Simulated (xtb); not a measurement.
Input for xtb: GFN2-xTB on C2H2 (SMILES C#C).

```
$ xtb mol.xyz --gfn 2 --sp --chrg 0 --uhf 0
4

C     -0.00000069     0.31543616     0.50850486
C     -0.00000069    -0.31543616    -0.50850486
H      0.00000069     0.87561815     1.41154199
H      0.00000069    -0.87561815    -1.41154199
```

**Question.** Predict the final total energy.

**Answer.** -5.2065 hartree.
